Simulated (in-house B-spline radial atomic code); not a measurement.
# Pb III (Pb2+): [Kr] 4d10 4f14 5s1 5p6 5d10 6s2 6p1 (with a hole in an inner shell)

Computed with a radial B-spline atomic code at the basis-set limit: Dirac-Hartree-Fock, average of configuration, Fermi nucleus of rms radius 5.5012 fm.

Z_r = [3n² - l(l+1)]/(2<r>); Z_e = n√(-2ε); the last column is Slater's effective charge. Values are occupation-weighted means over j. An effective charge above Z reflects the relativistic contraction of the inner shells.

```csv
shell,electrons,ε (eV),<r> (bohr),Z_r,Z_e,Slater
1s,2,-88627,0.01605,93.43,80.71,81.70
2s,2,-16026,0.06688,89.71,68.64,77.85
2p,6,-13900,0.06087,82.14,63.93,77.85
3s,2,-3940.2,0.1737,77.72,51.05,70.75
3p,6,-3312.1,0.1751,71.37,46.81,70.75
3d,10,-2600.4,0.16,65.61,41.47,60.85
4s,2,-952.67,0.3843,62.45,33.47,54.25
4p,6,-741.33,0.4072,56.48,29.53,54.25
4d,10,-474.88,0.4296,48.89,23.63,42.85
5s,1,-194.48,0.8638,43.41,18.90,24.70
4f,14,-186.79,0.4511,39.91,14.82,31.45
5p,6,-128.85,0.9736,37.49,15.39,24.70
5d,10,-52.478,1.241,27.80,9.82,11.85
6s,2,-33.515,2.148,25.14,9.42,6.85
6p,1,-23.074,2.672,19.83,7.81,6.85
```

The least bound orbital is 6p3/2 at -22.23 eV, and it is also the most diffuse (<r> = 2.752 bohr). The part-filled 5s shell lies below the filled 6s shell in orbital energy.

Spin-orbit splittings of the orbital energies (j = l + 1/2 above j = l - 1/2 when positive): 2p 2193 eV, 3p 495.5 eV, 3d 104.5 eV, 4p 123 eV, 4d 23.24 eV, 4f 5.234 eV, 5p 23.4 eV, 5d 2.987 eV, 6p 2.529 eV.

For the 1s electron the small component carries 9.78 % of the norm, the zero-frequency Breit interaction raises the level by 343.4 eV, self-energy by 222.9 eV, and vacuum polarisation lowers it by 47.57 eV.
